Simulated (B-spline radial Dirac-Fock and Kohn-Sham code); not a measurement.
**Core and valence levels of Re⁺**

System: rhenium as Re⁺, [Xe] 4f14 5d4 6s2 (an excited configuration); nuclear rms radius 5.3698 fm (A = 187).

Calculated with an atomic code on a B-spline grid, using Dirac-Fock ΔSCF + Breit + QED. No correlation. Energies are counted from the vacuum level.

All terms are in eV, carry their sign (relaxation lowers the binding energy) and add up to the binding energy; ⟨r⟩ is the mean radius of the orbital in the initial state.

```tsv
subshell	−ε (Koopmans)	relaxation	Gaunt	retardation	self-energy	vacuum polarisation	binding energy	⟨r⟩ (bohr)
K (1s)	72149.4	-89.88	-263.67	24.13	-155.66	29.96	71694.2	0.018
L1 (2s)	12656.6	-54.14	-28.91	2.05	-22.55	4.08	12557.1	0.076
L2 (2p1/2)	12084.4	-58.71	-49.80	5.31	-0.21	0.18	11981.1	0.063
L3 (2p3/2)	10641.8	-55.49	-34.07	7.27	-1.67	-0.15	10557.7	0.071
M1 (3s)	3001.7	-30.88	-5.17	0.32	-5.17	0.91	2961.7	0.196
M2 (3p1/2)	2747.5	-31.95	-9.20	0.86	-0.15	0.04	2707.1	0.187
M3 (3p3/2)	2429.5	-30.22	-5.97	1.36	-0.41	-0.04	2394.2	0.202
M4 (3d3/2)	2008.5	-33.00	-3.92	0.35	0.38	-0.05	1972.2	0.177
M5 (3d5/2)	1940.1	-32.39	-2.63	0.38	0.19	-0.04	1905.7	0.181
N1 (4s)	668.6	-13.12	-1.03	0.07	-1.24	0.22	653.5	0.441
N2 (4p1/2)	561.5	-12.98	-1.88	0.18	-0.01	0.01	546.8	0.446
N3 (4p3/2)	486.5	-11.85	-1.10	0.29	-0.07	-0.01	473.7	0.478
N4 (4d3/2)	310.5	-11.52	-0.49	0.04	0.10	-0.01	298.6	0.494
N5 (4d5/2)	296.4	-11.14	-0.22	0.05	0.06	-0.01	285.1	0.505
N6 (4f5/2)	72.94	-10.06	0.17	-0.04	0.07	-0.01	63.07	0.568
N7 (4f7/2)	70.25	-9.85	0.27	-0.04	0.06	-0.01	60.67	0.577
O1 (5s)	112.0	-3.33	-0.14	0.01	-0.20	0.04	108.4	1.047
O2 (5p1/2)	76.46	-2.99	-0.23	0.02	0.02	0.00	73.27	1.145
O3 (5p3/2)	64.81	-2.57	-0.11	0.04	0.01	0.00	62.17	1.240
O4,5 (5d)	20.41	-1.34	0.01	0.00	0.02	0.00	19.10	1.778
P1 (6s)	15.55	-0.28	-0.01	0.00	-0.02	0.00	15.24	2.914
```

For the deepest level, K (1s), the Breit terms make up -0.334 % of the binding energy, QED -0.175 % and orbital relaxation -0.125 %.

Run: 22 s of CPU time on 1 thread of Neoverse-V1 (shared host), peak memory 0.50 GiB.
